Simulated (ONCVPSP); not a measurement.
# Configuration tests for boron (ONCV)

| Property | Result |
| --- | --- |
| Element | B |
| Generator | ONCVPSP 4.0.1 |
| Type | optimised norm-conserving Vanderbilt (ONCV) |
| Functional | Wu-Cohen |
| Relativity | non-relativistic |
| Frozen core | [He] |
| Valence charge | 3 |
| Reference configuration | 2s1.5 2p1.5 |
| Partial waves | 2s: rc 1.65 bohr, ncon 5, nbas 9, qcut 3.6 1/bohr, 2 projectors, debl 2.2 Ha; 2p: rc 2.40 bohr, ncon 5, nbas 8, qcut 5.5 1/bohr, 2 projectors, debl 1.1 Ha |
| Local potential | polynomial inside 1.40 bohr (lpopt 2, dvloc0 4 Ha) |
| Core correction | Teter function, fcfact 5.25, rcfact 1.75 |

Energies are relative to the spin-unpolarised reference configuration 2s1.5 2p1.5; without spin polarisation the order of configurations can differ from experiment.

Question: Give the all-electron excitation energy and the error of the potential for: 2s2 2p1; 2s2 2p0; 2s1 2p0; 2s0 2p3.

Answer:

```tsv
valence configuration	charge	ΔE all-electron (eV)	error AE − PS (meV)
2s2 2p1	0	-2.913	-0.9
2s2 2p0	+1	5.236	+27
2s1 2p0	+2	30.533	+43
2s0 2p3	0	8.763	-6.6
```

Levels in the configuration 2s2 2p0:

```
level  all-electron (eV)  pseudo (eV)
   2s            -19.410      -19.373
```
